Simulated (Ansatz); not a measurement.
Steps of a relaxation of `CC(C)(C)[O][AlH2]` with RKS PBE-D4/def2-SVP.

```sh
$ ansatz run in.yaml --threads 2 --pin off --events-out ev --progress --plain --max-ram 32768MiB --backend cpu
```

```yaml
crystal:
  periodic: [false, false, false]
  atoms:
    - {symbol: C, position_ang: [-0.433700, -1.433600, 0.155000]}
    - {symbol: C, position_ang: [0.322700, -0.090600, -0.064200]}
    - {symbol: C, position_ang: [1.750200, -0.472700, -0.384200]}
    - {symbol: C, position_ang: [-0.149300, 0.718900, -1.272400]}
    - {symbol: O, position_ang: [0.361000, 0.695700, 1.099100]}
    - {symbol: Al, position_ang: [-1.267300, 1.367800, 1.781500]}
    - {symbol: H, position_ang: [-0.330700, -2.067900, -0.722200]}
    - {symbol: H, position_ang: [-1.528800, -1.161900, 0.239700]}
    - {symbol: H, position_ang: [-0.132200, -1.897800, 1.100700]}
    - {symbol: H, position_ang: [2.402700, 0.438900, -0.498000]}
    - {symbol: H, position_ang: [1.838500, -1.099300, -1.266100]}
    - {symbol: H, position_ang: [2.236500, -1.038500, 0.494600]}
    - {symbol: H, position_ang: [0.258500, 1.706400, -1.377600]}
    - {symbol: H, position_ang: [-0.110900, 0.148400, -2.194600]}
    - {symbol: H, position_ang: [-1.310900, 0.894000, -1.155900]}
    - {symbol: H, position_ang: [-2.106100, 0.506800, 2.830900]}
    - {symbol: H, position_ang: [-1.819300, 2.785000, 1.273800]}
basis:
  gaussian: {orbitals: def2-SVP}
hamiltonian: {xc: pbe, dispersion: d4}
relax: {f_tol: 0.03, max_steps: 200}
```

Positions (Å) and forces (eV/Å) along the path, 8 of 11 steps:

```xyz
17
step=1 energy=-12953.1109 eV
C    -0.434   -1.434    0.155   -1.362    1.967   -0.070
C     0.323   -0.091   -0.064    1.204   -0.593   -0.404
C     1.750   -0.473   -0.384    2.123    0.117    1.739
C    -0.149    0.719   -1.272   -3.713   -0.726    0.830
O     0.361    0.696    1.099   -2.538    1.095    1.319
Al   -1.267    1.368    1.782    1.690   -0.720   -0.936
H    -0.331   -2.068   -0.722    0.096   -0.633   -0.323
H    -1.529   -1.162    0.240    0.312   -0.398    0.054
H    -0.132   -1.898    1.101    0.270   -0.269    0.103
H     2.403    0.439   -0.498   -0.397   -0.356   -0.134
H     1.839   -1.099   -1.266    0.045   -0.363   -0.656
H     2.236   -1.038    0.495   -0.620    0.453   -0.852
H     0.259    1.706   -1.378    0.864    0.845    0.012
H    -0.111    0.148   -2.195    0.357   -0.309   -0.733
H    -1.311    0.894   -1.156    1.376   -0.060   -0.089
H    -2.106    0.507    2.831    0.125   -0.030    0.079
H    -1.819    2.785    1.274    0.169   -0.020    0.059
17
step=3 energy=-12953.7141 eV
C    -0.489   -1.406    0.116    0.214    0.098    0.047
C     0.329   -0.104   -0.088   -0.086   -0.275   -0.156
C     1.811   -0.434   -0.318   -0.053    0.010   -0.100
C    -0.246    0.678   -1.289    0.282    0.107   -0.026
O     0.244    0.695    1.091   -0.463    0.029   -0.093
Al   -1.239    1.346    1.742    0.281    0.007    0.100
H    -0.418   -2.087   -0.758    0.032    0.035    0.049
H    -1.567   -1.180    0.271    0.018    0.035    0.007
H    -0.122   -1.937    1.020   -0.034   -0.019   -0.076
H     2.393    0.501   -0.436    0.001    0.021   -0.008
H     1.959   -1.061   -1.223   -0.033    0.051    0.058
H     2.218   -0.978    0.555    0.015   -0.040    0.075
H     0.290    1.647   -1.402   -0.076   -0.146   -0.027
H    -0.160    0.107   -2.239    0.010    0.048    0.083
H    -1.323    0.907   -1.138   -0.061    0.000    0.035
H    -2.006    0.493    2.856   -0.022    0.050    0.000
H    -1.695    2.808    1.283   -0.025   -0.011    0.033
17
step=4 energy=-12953.7559 eV
C    -0.491   -1.431    0.082    0.138   -0.024    0.018
C     0.301   -0.118   -0.112   -0.013   -0.215   -0.199
C     1.795   -0.417   -0.296   -0.031   -0.033   -0.129
C    -0.249    0.656   -1.327    0.229    0.064   -0.054
O     0.183    0.680    1.055   -0.492    0.184    0.152
Al   -1.210    1.389    1.813    0.173   -0.071   -0.055
H    -0.384   -2.116   -0.787    0.012    0.061    0.045
H    -1.577   -1.235    0.221    0.033    0.058   -0.010
H    -0.124   -1.955    0.989   -0.026   -0.013   -0.040
H     2.357    0.531   -0.403    0.017    0.020   -0.010
H     1.982   -1.044   -1.193   -0.007    0.025    0.036
H     2.183   -0.946    0.594    0.029   -0.041    0.055
H     0.290    1.623   -1.430   -0.057   -0.079   -0.023
H    -0.128    0.085   -2.274   -0.010    0.032    0.085
H    -1.330    0.884   -1.209   -0.039   -0.025    0.046
H    -1.966    0.550    2.945    0.025    0.058    0.025
H    -1.652    2.863    1.373    0.019   -0.003    0.060
17
step=5 energy=-12953.8069 eV
C    -0.484   -1.468    0.032   -0.021   -0.104   -0.061
C     0.265   -0.138   -0.144    0.092   -0.017   -0.126
C     1.776   -0.397   -0.270   -0.027    0.044    0.039
C    -0.244    0.622   -1.384    0.073   -0.076   -0.031
O     0.057    0.664    1.006   -0.325    0.130    0.134
Al   -1.209    1.439    1.889    0.175   -0.053   -0.053
H    -0.331   -2.147   -0.834   -0.020    0.063    0.034
H    -1.576   -1.292    0.141    0.013   -0.003   -0.016
H    -0.130   -1.992    0.943   -0.007    0.031   -0.002
H     2.314    0.567   -0.364    0.027   -0.007   -0.003
H     2.012   -1.024   -1.154   -0.030    0.032    0.053
H     2.144   -0.909    0.641    0.033   -0.014   -0.005
H     0.288    1.590   -1.480   -0.019    0.005    0.015
H    -0.079    0.045   -2.318   -0.028    0.008    0.051
H    -1.330    0.832   -1.295   -0.026   -0.006   -0.007
H    -1.906    0.653    3.099    0.052    0.020   -0.035
H    -1.588    2.955    1.532    0.040   -0.052    0.014
17
step=7 energy=-12953.8464 eV
C    -0.494   -1.520   -0.053   -0.092   -0.114   -0.076
C     0.202   -0.162   -0.189    0.228    0.248    0.125
C     1.739   -0.341   -0.195   -0.167   -0.004    0.014
C    -0.252    0.562   -1.470   -0.083   -0.124    0.004
O    -0.133    0.642    0.934   -0.208    0.049    0.047
Al   -1.156    1.507    2.002    0.202   -0.112   -0.142
H    -0.258   -2.182   -0.914   -0.023    0.029    0.061
H    -1.596   -1.388   -0.011    0.062   -0.013   -0.013
H    -0.173   -2.030    0.877    0.004    0.008    0.006
H     2.239    0.646   -0.267   -0.024   -0.036    0.004
H     2.064   -0.966   -1.054   -0.022    0.045    0.060
H     2.070   -0.833    0.744   -0.025    0.030   -0.056
H     0.242    1.549   -1.553    0.023    0.040    0.008
H    -0.008   -0.031   -2.376   -0.010    0.036    0.034
H    -1.352    0.726   -1.451    0.076   -0.016   -0.005
H    -1.736    0.755    3.294    0.039    0.027   -0.077
H    -1.416    3.066    1.723    0.021   -0.091    0.005
17
step=8 energy=-12953.8588 eV
C    -0.502   -1.540   -0.090   -0.047   -0.037    0.039
C     0.174   -0.165   -0.204    0.169    0.093    0.088
C     1.712   -0.312   -0.157   -0.168   -0.026   -0.076
C    -0.261    0.535   -1.504   -0.008    0.027    0.021
O    -0.213    0.634    0.902   -0.057   -0.089   -0.138
Al   -1.098    1.529    2.043    0.006   -0.042   -0.058
H    -0.226   -2.204   -0.936    0.004    0.055    0.046
H    -1.607   -1.425   -0.088    0.070   -0.015    0.010
H    -0.201   -2.034    0.856   -0.028   -0.020   -0.005
H     2.195    0.684   -0.214   -0.018   -0.020   -0.009
H     2.077   -0.932   -1.004   -0.015    0.056    0.079
H     2.023   -0.793    0.793   -0.024    0.005   -0.029
H     0.212    1.536   -1.572   -0.024    0.003   -0.027
H     0.028   -0.052   -2.402   -0.005    0.030    0.073
H    -1.364    0.668   -1.519    0.078   -0.001    0.001
H    -1.642    0.781    3.349    0.036    0.012   -0.022
H    -1.327    3.091    1.784    0.030   -0.030    0.006
17
step=10 energy=-12953.8658 eV
C    -0.507   -1.563   -0.108   -0.052    0.037   -0.106
C     0.138   -0.169   -0.219    0.111   -0.021    0.057
C     1.671   -0.285   -0.127    0.000   -0.007   -0.009
C    -0.261    0.525   -1.532   -0.076   -0.064   -0.078
O    -0.304    0.621    0.862    0.047   -0.091   -0.125
Al   -1.051    1.536    2.065   -0.071    0.085    0.113
H    -0.177   -2.224   -0.937   -0.034    0.022    0.048
H    -1.614   -1.477   -0.149    0.051   -0.016   -0.008
H    -0.235   -2.044    0.854    0.017    0.040   -0.025
H     2.132    0.722   -0.175    0.012   -0.006    0.014
H     2.085   -0.898   -0.955   -0.050    0.028    0.032
H     1.957   -0.758    0.833    0.021    0.011    0.009
H     0.184    1.540   -1.592    0.000   -0.059    0.035
H     0.080   -0.059   -2.414   -0.032    0.043    0.048
H    -1.365    0.629   -1.591    0.043   -0.004   -0.010
H    -1.533    0.794    3.396    0.008    0.014   -0.009
H    -1.221    3.108    1.829    0.003   -0.011    0.011
17
step=11 energy=-12953.8685 eV
C    -0.508   -1.565   -0.124    0.007    0.012   -0.016
C     0.135   -0.171   -0.222   -0.029   -0.001   -0.006
C     1.665   -0.275   -0.112    0.012    0.012    0.017
C    -0.265    0.513   -1.541    0.001   -0.020    0.007
O    -0.329    0.616    0.851    0.005    0.001    0.004
Al   -1.039    1.542    2.075    0.001   -0.003   -0.003
H    -0.175   -2.222   -0.952    0.003   -0.009    0.003
H    -1.613   -1.480   -0.172    0.001   -0.006    0.006
H    -0.239   -2.048    0.837    0.000    0.000    0.002
H     2.121    0.734   -0.156    0.000   -0.001   -0.006
H     2.088   -0.886   -0.935   -0.009    0.001    0.002
H     1.949   -0.742    0.853   -0.002   -0.006   -0.003
H     0.180    1.526   -1.600    0.002    0.004    0.000
H     0.078   -0.073   -2.418    0.005    0.004   -0.009
H    -1.367    0.613   -1.600    0.000    0.007   -0.004
H    -1.504    0.804    3.412    0.001    0.004    0.004
H    -1.194    3.115    1.845    0.002    0.001    0.004
```

Hardware: 2 threads of a server CPU on a shared host. Wall time 68 s, peak host memory 0.55 GiB.
